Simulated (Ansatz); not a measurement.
A run for Ansatz (a first-principles code): R-wB97M-V/def2-TZVPP on I2 (SMILES II). Elements past Kr take the def2 small-core potentials; no spin–orbit coupling.

Ansatz 0.2 input:
```yaml
crystal:
  periodic: [false, false, false]
  atoms:
    - {symbol: I, position_ang: [0.00000000, -0.00000000, -1.34736765]}
    - {symbol: I, position_ang: [-0.00000000, 0.00000000, 1.34736765]}
basis:
  gaussian:
    orbitals: def2-TZVPP
hamiltonian:
  xc: {name: wB97M-V}
scf: {lower_state_search: off}
```

It printed:

```
WARN ansatz: RAYON_NUM_THREADS=1 ignored (pool sized by the plan → 1); use --threads N
Functional definition: wB97M-V
these checks for a lower state are left out or cut short: stability, starts, cluster_reference, orbital_swaps, neighbouring_geometries, increment
integrals: 0.04 GiB planned
778 factors; their error is unknown
integrals: 0.08 GiB planned
147 factors; integrals over basis functions are off by at most 9.4e-5 eV
mean field: 0.41 GiB planned
mean field evaluation 1: about -16201.0098 eV, gradient 1.0e1 eV
mean field evaluation 2: about -16201.1461 eV, gradient 9.4e0 eV
mean field evaluation 4: about -16201.2461 eV, gradient 1.5e-1 eV
mean field evaluation 8: about -16201.5771 eV, gradient 4.0e-2 eV
mean field evaluation 16: about -16201.5771 eV, gradient 3.5e-6 eV
mean field -16201.57707443 eV, -595.3969756620 hartree, gradient 3.5e-6 eV, S^2 0.000000; 0 other end points of the search recorded, 0 dependent functions left out
reference -16201.57710649 eV, -595.3969768399 hartree; 25, 25 occupied and 75, 75 virtual orbitals, 778 factors
Total energy: -16201.57710649 eV, -595.3969768399 hartree
Checks for a lower state left out: stability, starts, cluster_reference, orbital_swaps, neighbouring_geometries, increment
```

The calculation finished and met its thresholds.

Cost: about 1.7 core-seconds (a rough figure).
